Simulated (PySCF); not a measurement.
Si(H)(Me)2(OH) (C2H8OSi), SMILES O[SiH](C)C.

Geometry optimised at B3LYP-D3(BJ)/def2-SVP. The values are those of a single conformer.

Calculation: PBE/def2-TZVP run with PySCF.

Symmetry labels are those of the subgroup Cs that the program uses (full group Cs).

Computed valence orbital energies around the gap with their symmetry:
```tsv
orbital	symmetry	energy (eV)
HOMO−7	A'	-10.14
HOMO−6	A'	-9.86
HOMO−5	A"	-9.63
HOMO−4	A"	-9.55
HOMO−3	A'	-8.40
HOMO−2	A"	-8.11
HOMO−1	A'	-7.26
HOMO	A"	-6.70
LUMO	A'	-0.15
LUMO+1	A'	0.52
LUMO+2	A"	0.86
LUMO+3	A'	1.46
```
